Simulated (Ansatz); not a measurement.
FH5O5W, SMILES `[OH][W]([OH])([OH])([OH])([OH])[F]`, 12 atoms. The species carries charge 0 and has multiplicity 1. Correlated methods include outer-core shells of W, which these sets cover unevenly. W takes the def2 core potential. All runs use 3 threads of an AMD EPYC 7R13 on a shared host and a share of an NVIDIA H100 80 GB. Correlated methods freeze the cores. Open-shell runs search over several starts.

**Question.** How many basis functions does each run have, and how long does it take in Ansatz? UKS ωB97M-V/def2-TZVPP energy of the cation; RKS ωB97M-V/def2-QZVPP energy; UKS PBE0-D4/def2-TZVPP energy of the cation; UKS ωB97X-V/def2-TZVPP energy of the cation; RHF-MP2/def2-QZVPP energy; UHF-MP2/def2-QZVPP energy of the cation; UKS B3LYP-D4/def2-TZVPP energy of the cation; RKS PBE0-D4/def2-TZVP relaxation (27 steps); RHF-CCSD(T)/def2-SVP energy; RKS PBE0-D4/def2-TZVPP energy; RKS revPBE-D4/def2-TZVPP energy; UHF-CCSD(T)/def2-TZVPP energy of the cation. (An estimate is asked.)

**Answer.** Ansatz gave: Other jobs shared the machine, so times are rough.

```json
{"level": "RHF-CCSD(T)/def2-SVP", "job": "energy", "functions": "141", "wall time": "8 s", "peak host memory (GiB)": "0.81"}
{"level": "RKS ωB97M-V/def2-QZVPP", "job": "energy", "functions": "573", "wall time": "9.5 s", "peak host memory (GiB)": "1.3"}
{"level": "RHF-MP2/def2-QZVPP", "job": "energy", "functions": "573", "wall time": "12 s", "peak host memory (GiB)": "1.2"}
{"level": "UKS PBE0-D4/def2-TZVPP", "job": "energy of the cation", "functions": "312", "wall time": "15 s", "peak host memory (GiB)": "0.96"}
{"level": "RKS PBE0-D4/def2-TZVPP", "job": "energy", "functions": "312", "wall time": "18 s", "peak host memory (GiB)": "0.87"}
{"level": "UKS ωB97X-V/def2-TZVPP", "job": "energy of the cation", "functions": "312", "wall time": "21 s", "peak host memory (GiB)": "1.1"}
{"level": "RKS revPBE-D4/def2-TZVPP", "job": "energy", "functions": "312", "wall time": "25 s", "peak host memory (GiB)": "0.85"}
{"level": "UKS B3LYP-D4/def2-TZVPP", "job": "energy of the cation", "functions": "312", "wall time": "28 s", "peak host memory (GiB)": "0.97"}
{"level": "UKS ωB97M-V/def2-TZVPP", "job": "energy of the cation", "functions": "312", "wall time": "30 s", "peak host memory (GiB)": "1.2"}
{"level": "UHF-MP2/def2-QZVPP", "job": "energy of the cation", "functions": "573", "wall time": "58 s", "peak host memory (GiB)": "1.4"}
{"level": "RKS PBE0-D4/def2-TZVP", "job": "relaxation (27 steps)", "functions": "256", "wall time": "84 s", "peak host memory (GiB)": "0.91"}
{"level": "UHF-CCSD(T)/def2-TZVPP", "job": "energy of the cation", "functions": "312", "wall time": "4.6 min", "peak host memory (GiB)": "1.5"}
```

B3LYP here is the variant with VWN-RPA as its local correlation; programs differ in this.
